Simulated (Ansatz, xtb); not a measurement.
**Ranking isomers of C5H7BClF**

3 gas-phase structures of C5H7BClF, from a drawn sample of its isomers (lower ones may exist). Each was relaxed with GFN2-xTB; where two conformers were screened, the lower at r2SCAN-D4/def2-SVP//GFN2-xTB is listed:

A. `C=C/C=C(\F)CBCl`, a singlet
B. `CC(C)=C=CB(F)Cl`, a singlet
C. `FB[C@@H]1CC=C1CCl`, a singlet

Q: Make a reasoned guess at their ranking by r2SCAN-D4/def2-SVP//GFN2-xTB single-point energy.

A: Calculated order at r2SCAN-D4/def2-SVP//GFN2-xTB: B (0.0), C (192.1), A (193.4) kJ/mol. Less than 1 kcal/mol parts C and A, so the order within that pair means little.

Energies above the lowest of each column, in kJ/mol; the last columns are at r2SCAN-D4/def2-SVP geometries:

```json
{"structure": "B", "GFN2-xTB": "0.0", "HF/STO-3G": "0.0", "r2SCAN-D4/def2-SVP//GFN2-xTB": "0.0", "r2SCAN-D4/def2-SVP": "0.0", "CCSD(T)/def2-SVP + ΔMP2/def2-TZVPP": "0.0"}
{"structure": "C", "GFN2-xTB": "66.6", "HF/STO-3G": "112.9", "r2SCAN-D4/def2-SVP//GFN2-xTB": "192.1", "r2SCAN-D4/def2-SVP": "180.0", "CCSD(T)/def2-SVP + ΔMP2/def2-TZVPP": "167.1"}
{"structure": "A", "GFN2-xTB": "116.6", "HF/STO-3G": "200.9", "r2SCAN-D4/def2-SVP//GFN2-xTB": "193.4", "r2SCAN-D4/def2-SVP": "188.1", "CCSD(T)/def2-SVP + ΔMP2/def2-TZVPP": "186.0"}
```

Every level run on B puts it lowest or level with the lowest. Flexible structures stand in one conformer each, not always the lowest. ΔMP2 is the change of the MP2 energy from the smaller to the larger basis.

Programs: Ansatz 0.2.0, xtb 6.7.1.
